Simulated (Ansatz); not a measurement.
**1,2-elimination**

Start structure (BHSF2, closed shell), relaxed at PBE0-D4/def2-TZVP:

```
5
angstrom
B -0.0620 0.5086 -0.1638
F -0.2179 0.9751 1.0600
S 0.2161 -1.2365 -0.5089
H 0.1771 -1.6082 0.7804
F -0.1133 1.3610 -1.1675
```

The step: BHSF₂ ([F][B]([F])[SH]) → BSF + HF; bonds formed: F2–H4; bonds broken: B1–F2, S3–H4. Ansatz 0.2.0; basis: def2-TZVPP and def2-QZVPP; cores frozen in the correlated methods. Extrapolation: Hartree–Fock as exp(−7.88 √X), correlation as X^−2.97. Energies below are by CCSD(T) at an estimated basis limit (MP2 extrapolated from triple and quadruple zeta, plus CCSD(T) − MP2 in triple zeta).

Problem. What are the electronic barrier and the energy of the step, from the start structure to the end structure? (Judge from chemistry; the value comes from the calculation.)

Solution. The calculation gives: Barrier 58.39 kcal/mol; step energy 46.74 kcal/mol (uphill); reverse barrier, their difference, 11.65 kcal/mol. Barrier and step energy count from the start structure, the reverse barrier from the end structure.

The saddle point: One imaginary mode of 514i cm⁻¹.
```json
{"pair": "F2–H4", "start (Å)": "2.63", "saddle (Å)": "1.03", "end (Å)": "0.93"}
{"pair": "B1–F2", "start (Å)": "1.32", "saddle (Å)": "1.69", "end (Å)": "3.01"}
{"pair": "S3–H4", "start (Å)": "1.34", "saddle (Å)": "1.92", "end (Å)": "2.37"}
```

Zero-point energy (harmonic, PBE0-D4): ZPE is 12.28 kcal/mol at the start and 10.64 kcal/mol at the saddle, so the barrier goes from 58.39 to 56.75 kcal/mol.

First-order rate constant out of the start structure at 498 K by transition-state theory, with harmonic vibrational free energies alone and no tunnelling: ΔA‡ = 57.08 kcal/mol, so k = (kB T/h) exp(−ΔA‡/kB T) ≈ 10^-12 s⁻¹ (an order of magnitude at best: rotation, the number of equivalent paths and anharmonicity are left out).

No T1 diagnostic of these runs exceeds 0.016.

Labels in which every atom is bracketed show which atoms are joined, not bond orders.

For scale, one of the runs: CCSD(T)/def2-TZVPP, 149 basis functions, launched by `ansatz run in.yaml --threads 2 --pin off --events-out ev --progress --plain --max-ram 4352MiB`. Hardware: 2 CPU threads of an Intel Xeon 6975P-C, shared host. Wall time 7.5 s; peak host memory 1.1 GiB.
